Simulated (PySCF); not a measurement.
propyne (C₃H₄), singlet, at a GFN2-xTB geometry. Base run: TPSS/STO-3G (PySCF).

Input for PySCF:
```python
from pyscf import gto, scf, dft

mol = gto.Mole()
mol.atom = '''
    C     0.00251601   -0.00427449    0.21384286
    C    -0.01028846   -0.01351722    1.40987627
    C     0.00901665    0.01179166   -1.23156806
    H    -0.03481017   -0.01436157    2.45813969
    H    -0.01568984    1.04063331   -1.59024389
    H     0.90833899   -0.47377787   -1.60942938
    H    -0.86530420   -0.51649354   -1.61137288
'''
mol.basis = 'sto-3g'
mol.verbose = 5
mol.build()

mf = dft.RKS(mol)
mf.xc = 'tpss'
mf.kernel()
```

The base run was repeated with changes; each row names its change, and settings that it needs were set with it.

| change | ΔE vs base (µEh) | fitting functions | dipole (D) |
|---|---|---|---|
| base | 0.0 | - | 0.60 |
| auxbasis = cc-pvtz-ri | -977 | 363 | 0.60 |
| auxbasis = even-tempered beta=2.0 | -2583 | 170 | 0.60 |
| auxbasis = even-tempered beta=3.0 | -4540 | 111 | 0.60 |
| auxbasis = def2-universal-jfit | -1291 | 191 | 0.60 |
| auxbasis = def2-tzvp-ri | -695 | 288 | 0.60 |
| auxbasis = cc-pvqz-jkfit | -49.6 | 522 | 0.60 |
| auxbasis = autoaux | -2525 | 226 | 0.60 |
| auxbasis = cc-pvdz-jkfit | -141 | 302 | 0.60 |
| auxbasis = even-tempered beta=1.6 | -2382 | 238 | 0.60 |

A fitting set is made for a task (jfit for Coulomb, jkfit for Coulomb and exchange, ri for correlation) and for a family of orbital bases.
